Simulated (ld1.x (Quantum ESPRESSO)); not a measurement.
tungsten: excitation energies, all-electron against TM

| Property | Result |
| --- | --- |
| Element | W |
| Generator | ld1.x (Quantum ESPRESSO) 7.5 |
| Type | norm-conserving Troullier–Martins (Kleinman–Bylander form) |
| Functional | PBE |
| Relativity | scalar-relativistic |
| Frozen core | [Kr] 4d10 4f14 5s2 |
| Valence charge | 12 |
| Reference configuration | 5p6 5d4 6s2 6p0 |
| Partial waves | 6s (bound): rc 2.45 bohr; 5d (bound): rc 2.20 bohr; 5p (bound): rc 1.35 bohr |
| Local potential | the p channel |
| Core correction | none |

Energies are relative to the spin-unpolarised reference configuration 5p6 5d4 6s2 6p0; without spin polarisation the order of configurations can differ from experiment. Not all tests gave a result: 1 of 7 tests not solved or not reliable. Left out of the table: 5p5 5d4 6s2 6p0 (solver errors, printed error -176 eV). The frozen-core shift is the all-electron ΔE with the core orbitals held at their reference shape minus the fully relaxed ΔE.

**Question.** Give the all-electron excitation energy and the error of the potential for: 5p6 5d4 6s1 6p0; 5p6 5d4 6s0 6p0; 5p6 5d3 6s0 6p0; 5p6 5d2 6s0 6p0; 5p6 5d4 6s0 6p2; 5p6 5d4 6s1 6p1.

**Answer.**

```
valence configuration  charge  ΔE all-electron (eV)  error AE − PS (meV)  frozen-core shift (meV)
      5p6 5d4 6s1 6p0      +1                 8.883                  -14                     +3.3
      5p6 5d4 6s0 6p0      +2                24.563                  -21                     +9.2
      5p6 5d3 6s0 6p0      +3                49.945                  +46                      +33
      5p6 5d2 6s0 6p0      +4                87.156                 +126                     +140
      5p6 5d4 6s0 6p2       0                 9.259                  +25                     +2.7
      5p6 5d4 6s1 6p1       0                 4.495                  +13                     +1.2
```

These tests converged, but a pseudo level misses the all-electron one widely, so the file describes the atom poorly there or has found another state: 5p6 5d3 6s0 6p0: empty 6s by 4.7 eV. ld1.x printed “convergence not achieved” for 2 of the counted tests; their residual had stalled under 1e-8, short of the target of 1e-14.

Note: ghost state, extra bound levels that the all-electron valence spectrum of the same l lacks: s at -8.6 eV. A true bound ghost makes a file unfit for plane-wave use.
